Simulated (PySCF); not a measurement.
**Two-dimensional NMR puzzle**

Compound of formula C$_{3}$H$_{9}$F$_{3}$OSi$_{2}$. Correlations simulated from computed shifts and the bond graph:

HSQC (one-bond C–H):
```csv
δH,δC
3.80,54.1
1.70,19.1
```

COSY cross peaks (H two or three bonds apart, from the bond graph; peaks can be absent where the dihedral angle is near 90°):
```csv
δH,δH
5.18,5.01
5.18,1.70
5.01,1.70
4.11,1.70
```

HMBC (two and three bonds, from the bond graph):
```csv
δH,δC
5.18,"138.0, 54.1, 19.1"
5.01,"138.0, 54.1, 19.1"
4.11,"138.0, 19.1"
1.70,138.0
```

Carbons without hydrogens: δ 138.0.

PySCF 2.14.0 with density-fitted response routines calculation with geometry from GFN2-xTB and σ from GIAO-PBE0/pcSseg-1; relativity neglected, fast rotation and ring inversion assumed for equivalent nuclei, single conformer, isolated molecule.

Chemical shifts δ = σref − σ; 1H (σref 31.72) and 13C (σref 186.93) against TMS, all at this level.

Exchangeable hydrogens are left out of these lists.

Task: Assemble the structure.

Result: SMILES CO[SiH2][C@@H]([SiH3])C(F)(F)F.

Atom-mapped SMILES (the numbers label the heavy atoms): `[CH3:1][O:2][SiH2:3][C@@H:4]([SiH3:5])[C:6]([F:7])([F:8])[F:9]`. Each H is labelled by its parent atom. Ha(Si3) is pro-R; Hb(Si3) is pro-S.

- δC 138.0 is C6, a CF3 carbon.
- δC 54.1 is C1, a methyl carbon bonded to O (δH 3.80).
- δC 19.1 is C4, an sp3 CH bonded to 2 Si (δH 1.70).
- HMBC from δH 5.18 reaches the proton-free carbon C6.
- HMBC from δH 5.01 reaches the proton-free carbon C6.
- HMBC from δH 4.11 reaches the proton-free carbon C6.
- HMBC from δH 1.70 reaches the proton-free carbon C6.
- COSY links 5.18–5.01, 5.18–1.70, 5.01–1.70, 4.11–1.70.

The shifts were computed for this structure.

Shifts are as computed. Against solution values, carbons near 30 ppm lie about +3 ppm off and those near 130 ppm about +5 ppm. Of 1309 compounds with measured shifts, 239 miss one by over three times the rms of a fit or turn the order of signals round; such compounds aren't used in these exercises.
